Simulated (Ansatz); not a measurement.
`OB(F)[SiH2]S` + `O[SiH3]` → `OB(F)O[SiH3]` + `[SiH3]S`  (cleavage of the B–Si bond)

Calculated with Ansatz (gas phase, PBE0-D4/def2-TZVP geometries, no zero-point term in ΔE). CCSD(T)/CBS is the MP2 limit (def2-TZVPP, def2-QZVPP) plus CCSD(T) − MP2 in def2-TZVPP, frozen cores. Functionals use def2-TZVPP. Each species was taken in one conformer, which may not be the lowest.

```tsv
level	ΔE (kJ/mol)
r2SCAN-D4	-149.4
ωB97X-V	-147.3
```

**Question.** What does CCSD(T)/CBS give? (Best estimate.)

**Answer.** Ansatz gave: -149.0 kJ/mol. The listed levels differ from it by -0.4, 1.7 kJ/mol.

Largest T1 diagnostic among the species: 0.013.

In def2-TZVPP, CCSD(T) changes the Hartree–Fock value by +27.4 kJ/mol (the triples alone add +4.1 kJ/mol) and MP2 by +25.2 kJ/mol. From PBE to PBE0 (25 % exact exchange), in def2-TZVPP and without D4, ΔE moves by −10.3 kJ/mol.
